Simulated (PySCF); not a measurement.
Germanium: a sound run and one with changed settings

Sound run: Ge⁺ [Ar] 3d10 4s2 4p1, Ge²⁺ [Ar] 3d10 4s2. Calculation: PySCF 2.14, in x2c-SVPall; scalar relativity by spin-free X2C-1e. The sound run starts from symmetry-adapted Hartree-Fock orbitals and uses a fine grid where one is needed.

Changed run: radial step 1.2 in ln r (0.13 in the sound run). This setting is unsound on purpose.

| species | method | sound run (hartree) | changed run (hartree) | converged |
| --- | --- | --- | --- | --- |
| Ge⁺ | UHF | -2096.41326 | -2096.41326 | yes |
| Ge⁺ | B3LYP | -2098.11410 | -2097.79720 | yes |
| Ge⁺ | BP86 | -2098.36516 | -2097.77797 | yes |
| Ge²⁺ | UHF | -2095.85338 | -2095.85338 | yes |
| Ge²⁺ | B3LYP | -2097.53038 | -2097.15096 | yes |
| Ge²⁺ | BP86 | -2097.77932 | -2097.11255 | yes |

Ionisation energy of Ge⁺:

```json
{"method": "UHF", "sound run (eV)": "15.235", "changed run (eV)": "15.235"}
{"method": "B3LYP", "sound run (eV)": "15.884", "changed run (eV)": "17.585"}
{"method": "BP86", "sound run (eV)": "15.942", "changed run (eV)": "18.107"}
```

A coarse radial grid mis-integrates the density and the exchange-correlation energy, with errors of either sign; Hartree-Fock needs no grid.

For comparison, NIST gives 15.935 eV between the lowest levels.
